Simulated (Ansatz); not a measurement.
Z-matrix (Å, degrees):
```
C
C 1 1.3927
H 2 1.0932 1 114.76
C 2 1.4005 3 116.11 1 179.99
H 4 1.0933 2 115.76 3 0.07
C 4 1.3966 5 115.61 2 179.98
H 6 1.0941 4 115.52 5 -0.03
C 6 1.3976 7 114.79 4 179.99
H 8 1.0927 6 117.66 7 0.00
C 8 1.3928 9 114.35 6 -179.99
F 10 1.3416 8 114.62 9 0.03
C 10 1.3980 11 115.27 8 -179.99
C 12 1.4127 10 125.57 11 -0.03
H 13 1.0879 12 124.95 10 0.01
C 13 1.3970 14 127.18 12 179.98
H 15 1.0912 13 124.99 14 0.00
C 15 1.4247 16 123.76 13 179.99
B 17 1.5160 15 125.91 16 0.00
H 18 1.2088 17 119.80 15 -0.01
H 18 1.2096 19 118.28 17 179.99
```
Charge 0, spin multiplicity 1.

Calculation: frozen-core CCSD(T)/cc-pVDZ // B3LYP-D3(BJ)/def2-SVP in Ansatz (an electronic-structure program). The restricted HF reference is unstable towards unrestricted orbitals.

```yaml
HF energy: -507.43910 Ha
MP2 correlation energy: -1.56841 Ha
```

Problem. Estimate the CCSD correlation energy, the (T) correction, the total energy and the T1 diagnostic.

Solution. 
CCSD correlation energy: -1.61833 Ha
(T) correction: -0.07550 Ha
CCSD(T) total energy: -509.13292 Ha
T1 diagnostic: 0.012
